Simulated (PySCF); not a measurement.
# Working out the excitation energy of Bi⁺

Bi⁺ [Xe] 4f14 5d10 6s2 6p2 (3P) → Bi⁺ [Xe] 4f14 5d10 6s1 6p2 7s1 (5P). Computed with PySCF 2.14 in aug-cc-pVTZ-PP with ECP60MDF, with scalar relativity through the core potential. Frozen: 5s2 5p6 5d10. Energies in hartree (1 hartree = 27.21139 eV):

```tsv
part	Bi⁺ (lower)	Bi⁺ (upper)
UHF	-213.292267	-212.738912
CCSD correlation	-0.047720	-0.018649
(T)	-0.000918	-0.000251
```

**Question.** What does Hartree-Fock give?

**Answer.** (-212.738912) − (-213.292267) = 0.553355 hartree = 15.058 eV.

**Question.** What do CCSD and CCSD(T) give?

**Answer.** The CCSD correlation energies differ by 0.029071 hartree = 0.791 eV and the triples by 0.000667 hartree = 0.018 eV, so CCSD gives 15.849 eV and CCSD(T) 15.867 eV.
